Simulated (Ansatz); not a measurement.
The pair A = HF (SMILES F) (first 2 atoms), B = HBr (SMILES Br); geometry from B3LYP-D3(BJ)/def2-TZVP.
(charge 0, multiplicity 1):
```xyz
4

F     -0.362     0.135     0.369
H     -0.220    -0.774     0.265
Br    -0.042     0.922     3.740
H     -0.214     0.810     2.325
```

Frozen-core correlation. Filled d and f shells under p-block atoms count as core.

Programs: Ansatz (a quantum-chemistry and plane-wave program) with Gaussian orbitals. 

The counterpoise-corrected interaction energy is E(AB) − E(A in the pair's basis) − E(B in the pair's basis). Total energies (hartree):

| level | AB | A in the pair's basis | B in the pair's basis |
|---|---|---|---|
| HF/aug-cc-pVTZ | -2673.1110070 | -100.0606832 | -2573.0486314 |
| CCSD(T)/aug-cc-pVTZ | -2673.6059165 | -100.3499468 | -2573.2526820 |
| HF/aug-cc-pVQZ | -2673.1213266 | -100.0680612 | -2573.0515481 |
| CCSD(T)/aug-cc-pVQZ | -2673.6523342 | -100.3774696 | -2573.2713140 |

Question: Work out the counterpoise-corrected interaction energy at the basis-set limit: extrapolate the CCSD(T) correlation part as X⁻³, take Hartree–Fock from the larger set.

Answer: 
1. Differences (1 hartree = 627.509 kcal/mol): HF/aug-cc-pVTZ -1.062; CCSD(T)/aug-cc-pVTZ -2.063; HF/aug-cc-pVQZ -1.078; CCSD(T)/aug-cc-pVQZ -2.228.
2. Correlation parts, CCSD(T) less HF: -1.001 in aug-cc-pVTZ (X = 3), -1.150 in aug-cc-pVQZ (X = 4).
3. Limit (4³·(-1.150) − 3³·(-1.001))/(4³ − 3³) = -1.260; with HF/aug-cc-pVQZ it gives -2.337.
Result: -2.34 kcal/mol, against -2.06 at CCSD(T)/aug-cc-pVTZ. It is an estimate of this method's limit, not of the exact value.
